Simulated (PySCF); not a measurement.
Polarisability and C₆ of Xe⁺ (xenon, charge +1)

[Kr] 4d10 5s2 5p5, 2P determinant. All numbers are calculated (PySCF 2.14, scalar relativity by spin-free X2C-1e, in aug-cc-pwCVTZ-DK3 (10s9p7d4f1g, 109 functions)). Coupled (time-dependent) response in atomic units; α is the mean over directions.

| method | mean α (bohr³) | α xx, yy, zz | C₆ (like pair) | S(−4) |
| --- | --- | --- | --- | --- |
| LC-wPBE | 17.81 | 17.24, 18.10, 18.10 | 155.0 | 50.43 |

S(−4) is the Cauchy moment in α(ω) = α(0) + S(−4) ω² + …

Spin-orbit coupling is absent.

α(iu) at LC-wPBE:

| u (hartree) | α(iu) (bohr³) |
| --- | --- |
| 0 | 17.81 |
| 0.0500 | 17.69 |
| 0.100 | 17.32 |
| 0.200 | 16.03 |
| 0.300 | 14.30 |
| 0.500 | 10.78 |
| 0.750 | 7.503 |
| 1.00 | 5.424 |
| 1.50 | 3.234 |
| 2.00 | 2.199 |
| 3.00 | 1.264 |
| 5.00 | 0.6047 |

A single London oscillator, α(iu) = α/(1 + u²/ω²), gives C₆ = (3/4) ω α². Matching the computed C₆ needs ω = 4 × 155.0 / (3 × 17.81²) = 0.652 hartree.

For an ion, C₆ is the dispersion term alone; charge-induced terms of lower order in 1/R come first.

The components differ because the open shell of this determinant is not spherical; for a pure term their mean is the scalar polarisability.
